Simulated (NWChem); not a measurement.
System: CHAgO; SMILES [O+]#[C-]->[AgH]

All runs: NWChem. def2 effective core potentials on Ag; no spin-orbit coupling. The level has its own optimisation; frequencies are unscaled.

Estimate the computed values for LDA (Slater exchange, VWN5)/def2-SVP (core potentials). Quantities: r Ag–H (Å); r Ag–C (Å); r C–O (Å); highest harmonic frequency (cm⁻¹); lowest (cm⁻¹); zero-point energy (kcal/mol).


```yaml
r Ag–H (Å): 1.625
r Ag–C (Å): 1.977
r C–O (Å): 1.136
highest harmonic frequency (cm⁻¹): 2208
lowest (cm⁻¹): 91
zero-point energy (kcal/mol): 8.0
```
